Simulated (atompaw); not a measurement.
# barium (Ba): PAW (atompaw) pseudisation with PBEsol, scalar-relativistic reference atom.

The input file (atompaw 4.2.0.5):

```
Ba 56
GGA-PBESOL scalarrelativistic loggrid 2001 logderivrange -5 5 251
6 6 5 0 0 0
6 0 1
6 1 1
5 2 0
0 0 0
c
c
c
c
v
v
c
c
c
v
v
c
c
v
2
3.00 2.40 2.80 2.45
n
n
y
0.5
n
custom polynom2 7 10 vanderbiltortho sinc
3 1 troulliermartins
2.65
3.00
2.25
3.00
3.00
3.00
PWSCFOUT
UPFDX 0.0125d0 UPFXMIN -7.d0 UPFZMESH 56.d0
END
```

Command:

```bash
atompaw < Ba.input > Ba.log
```

The program printed (summary file):

```
Completed calculations for Ba (AE)

 Exchange-correlation type: GGA, Perdew-Burke-Ernzerhof modified (PBEsol)

 Radial integration grid is logarithmic
 r0 =   1.1975110E-04 h =   6.7060616E-03   n =      2001 rmax =   8.0000000E+01

 Scalar relativistic calculation

 AEatom converged in  36 iterations
   nz     =  56.00
   delta  =       1.821237921804E-14

 All Electron Orbital energies:
  n  l      occupancy      energy
  1  0      2.0000000E+00 -2.7373817E+03
  2  0      2.0000000E+00 -4.3276654E+02
  3  0      2.0000000E+00 -9.1403755E+01
  4  0      2.0000000E+00 -1.7990123E+01
  5  0      2.0000000E+00 -2.5626078E+00
  6  0      1.0000000E+00 -2.8068296E-01
  2  1      6.0000000E+00 -3.8812864E+02
  3  1      6.0000000E+00 -7.7095590E+01
  4  1      6.0000000E+00 -1.3373823E+01
  5  1      6.0000000E+00 -1.4605579E+00
  6  1      1.0000000E+00 -1.2755184E-01
  3  2      1.0000000E+01 -5.6303095E+01
  4  2      1.0000000E+01 -6.6728719E+00
  5  2      0.0000000E+00 -2.0864660E-01

 Total energy
   Total                    :   -16264.57319008623745

 ---
 Completed calculations for Ba (SC)

 Exchange-correlation type: GGA, Perdew-Burke-Ernzerhof modified (PBEsol)

 Radial integration grid is logarithmic
 r0 =   1.1975110E-04 h =   6.7060616E-03   n =      2001 rmax =   8.0000000E+01

 Scalar relativistic calculation

 SCatom converged in   4 iterations
   nz     =  56.00
   delta  =       3.966480036884E-17

 Valence Electron Orbital energies:
  n  l      occupancy      energy
   5  0      2.0000000E+00 -2.5626078E+00
   6  0      1.0000000E+00 -2.8068296E-01
   5  1      6.0000000E+00 -1.4605579E+00
   6  1      1.0000000E+00 -1.2755185E-01
   5  2      0.0000000E+00 -2.0864660E-01

 Total energy
   Total                    :   -16264.57319009294406
   Valence                  :     -429.42434536959104

 PAW parameters:
       lmax =            2
         rc =    3.0123612551233894
        irc =         1512
   rc_shape =    2.4143120007413521
    rc_vloc =    2.8169672634317733
    rc_core =    2.4633778885355948
   Vloc: Norm-conserving Troullier-Martins with l= 3;e=   1.0000E+00
   Projector type: improved polynomial pseudization + Vanderbilt ortho.
   Sinc^2 compensation charge shape zeroed at   2.4143E+00

 Number of basis functions     6
 No.   n  nodes  l      Energy         Cp coeff         Occ
  1    5    4    0   -0.2562608E+01  0.7578125E+00  0.2000000E+01
  2    6    5    0   -0.2806830E+00 -0.1384083E+01  0.1000000E+01
  3    5    3    1   -0.1460558E+01  0.1175993E+01  0.6000000E+01
  4    6    4    1   -0.1275518E+00  0.2784654E+02  0.1000000E+01
  5    5    2    2   -0.2086466E+00  0.9470852E+02  0.0000000E+00
  6  999    3    2    0.5000000E+00  0.3470122E+01  0.0000000E+00

 Eigenvalues of overlap operator (in the basis of projectors):
    1        4.00588292E-01
    2        4.17840332E-01
    3        1.12346974E+00
    4        8.08700106E+02
    5        5.51389494E+04
    6        3.37343979E+06

 Orbital leakage outside PAW augmentation regions
   orb  is_core?  %out_of_sphere
   1 0    T           0.00
   2 0    T          -0.00
   3 0    T          -0.00
   4 0    T           0.00
   5 0    F           1.78
   6 0    F          88.08
   2 1    T           0.00
   3 1    T          -0.00
   4 1    T           0.00
   5 1    F           6.56
   6 1    F          95.95
   3 2    T           0.00
   4 2    T           0.00
   5 2    F          51.52

 Summary of PAW energies
   Total valence energy     :   -429.42434165411862
   Smooth energy            :     19.45583576318287
   One center               :   -448.88017741730147
   Smooth kinetic           :     11.04817890204678
   Vloc energy              :      2.05794973114455
   Smooth exch-corr         :     -6.05053338226613
   One-center xc            :   -382.35359392864245
```

Note: ghost states, extra bound levels that the all-electron valence spectrum of the same l lacks: s at -106.1 eV, d at -84.2 eV. A true bound ghost makes a file unfit for plane-wave use.

The run took about 12 s on one core of a shared server CPU.
